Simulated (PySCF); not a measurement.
CH₄Sn, SMILES [CH3][SnH] (connectivity only; charge and spin as stated), neutral, multiplicity 1.

Geometry: r2SCAN-D4/def2-TZVP. The def2 effective core potentials stand for the cores of Sn; spin–orbit coupling is left out.

All values below come from TDA-B3LYP/def2-TZVPD (PySCF 2.14.0).

Vertical excitations. Isolated molecule, no solvent. State labels are in the subgroup Cs.

Computed excitation energies, oscillator strengths and character:
```
state  symmetry  energy (eV)  λ (nm)      f                                              main pairs
-----  --------  -----------  ------  -----  ------------------------------------------------------
S1           A"         2.41     514  0.026                                          HOMO→LUMO 99 %
S2           A"         3.56     348  0.000                                       HOMO−1→LUMO 100 %
S3           A'         5.20     239  0.129                                        HOMO→LUMO+1 93 %
S4           A'         5.63     220  0.242                                        HOMO→LUMO+2 94 %
S5           A'         6.17     201  0.064                                        HOMO→LUMO+3 82 %
S6           A'         6.58     188  0.151                                      HOMO−1→LUMO+1 78 %
S7           A"         6.65     186  0.037                                        HOMO→LUMO+4 98 %
S8           A"         6.94     179  0.003                                        HOMO−3→LUMO 99 %
S9           A'         6.95     179  0.032  HOMO→LUMO+5 37 %, HOMO−1→LUMO+2 37 %, HOMO−2→LUMO 21 %
S10          A'         6.96     178  0.009                      HOMO−2→LUMO 51 %, HOMO→LUMO+5 43 %
T1           A"         1.50     827      0                                          HOMO→LUMO 99 %
T2           A"         3.20     387      0                                        HOMO−1→LUMO 99 %
T3           A'         4.42     281      0                                        HOMO→LUMO+1 90 %
T4           A'         5.21     238      0                                        HOMO→LUMO+2 79 %
```
Triplets are in the Tamm–Dancoff approximation.
